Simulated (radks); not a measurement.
Task: Coherent X-ray form factor from a spherical all-electron density. Method: scalar-relativistic Kohn-Sham, Slater X-alpha with alpha = 0.576, spin-polarised, spherical densities, finite nucleus; Fermi nuclear charge, rms radius of each element as measured or else 0.836 A^(1/3) + 0.57 fm; computed with a radial shooting solver on a logarithmic mesh with Libxc functionals.

sin(theta)/lambda (1/angstrom)  f0 (electrons)
0.05                                    58.923
0.1                                     56.272
0.15                                    52.970
0.2                                     49.510
0.25                                    46.121
0.3                                     42.951
0.4                                     37.507
0.5                                     33.124
0.6                                     29.472
0.8                                     23.742
1                                       19.816
1.25                                    16.696
1.5                                     14.481
2                                       10.697

The species is in the configuration that NIST lists as its ground one. Which atom or ion scatters so?

Result: The promethium ion Pm+, [Xe] 4f5 6s1. Extrapolating in s^2 from the first two rows gives f0(0) = 59.8, near the electron count 60; among species with that count, the fall with angle is slower the higher Z, and the table is that of Z = 61; from so few rows the species is fixed only to a neighbour or two.
